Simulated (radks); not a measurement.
Au II, 78 electrons, occupied as [Kr] 4d10 4f14 5s2 5p(1/2: 2, 3/2: 3) 5d10 6s1 (not the ground configuration). All-electron calculation, Dirac Kohn-Sham, PBE, spin-unpolarised, spherical densities, finite nucleus; Fermi nuclear charge, rms radius 5.4371 fm. Program: a radial shooting solver on a logarithmic mesh with Libxc functionals. Some entries of the table are withheld. Estimate them.

orbital,occ.,eigenvalue (eV),r(max) (bohr),<1/r> (bohr^-1)
1s1/2,2,-80624.73,0.01042,(1)
2s1/2,2,-14226.73,0.06039,23.52
2p1/2,2,-13647.47,0.04446,23.49
2p3/2,4,-11811.94,0.05184,19.14
3s1/2,2,-3368.496,0.1699,8.634
3p1/2,2,-3107.028,0.1586,8.549
3p3/2,4,-2701.990,0.1735,7.416
3d3/2,4,-2266.297,0.1352,7.314
3d5/2,6,-2179.236,0.1393,7.055
4s1/2,2,-742.2733,0.3832,3.653
4p1/2,2,-630.5572,0.3814,3.544
4p3/2,4,-533.4279,0.4122,3.151
4d3/2,4,-350.2641,(2),2.948
4d5/2,6,-332.1692,(3),2.857
5s1/2,2,-121.5067,0.8478,1.483
4f5/2,6,-97.2795,0.3733,2.483
4f7/2,8,-93.4614,0.3778,2.448
5p1/2,2,-85.0763,0.8952,1.358
5p3/2,3,-68.3139,0.9742,1.214
5d3/2,4,-19.5819,1.173,0.8957
5d5/2,6,-17.8612,1.210,0.8595
6s1/2,1,-14.5303,2.180,0.5001

Answer. 
(1) 1s1/2 <1/r> (bohr^-1): 95.68
(2) 4d3/2 r(max) (bohr): 0.4052
(3) 4d5/2 r(max) (bohr): 0.4147
